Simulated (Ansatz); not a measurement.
The cluster Y4. Charge 0, multiplicity 3. Geometry B3LYP-D4/def2-SVP; atoms count from 1.

Cartesian coordinates in Å:
```
Y 1.947 0.521 -0.195
Y -0.723 -0.323 -1.739
Y -1.053 1.505 0.853
Y -0.171 -1.703 1.082
```

In the def2 sets Y takes a core potential; there is no spin–orbit coupling. The charge 0 triplet is spin-contaminated (final ⟨S²⟩ up to 2.90, 2.00 for a pure state). The structure comes from a short search, and lower isomers may exist.

Problem. Estimate the Mulliken populations from the PBE0/def2-TZVP orbitals of Ansatz.

Solution. 
| atom | charge (e) | spin (α − β) | d electrons |
| --- | --- | --- | --- |
| Y1 | -0.02 | 0.27 | 1.37 |
| Y2 | 0.06 | 1.19 | 1.52 |
| Y3 | -0.02 | 0.27 | 1.37 |
| Y4 | -0.02 | 0.27 | 1.37 |
Mulliken values and Mayer orders depend strongly on the basis.

Problem. Where does the spin sit?

Solution. Summed by element: Y 2.00, of 2 unpaired in all. Largest on single atoms: Y2 1.19, Y4 0.27, Y3 0.27.

Problem. And the Mayer bond orders between bonded heavy atoms (over 0.3)?

Solution. Y1–Y2 1.17 (3.20 Å); Y1–Y3 1.06 (3.33 Å); Y1–Y4 1.06 (3.33 Å); Y2–Y3 1.18 (3.19 Å); Y2–Y4 1.18 (3.19 Å); Y3–Y4 1.06 (3.33 Å).
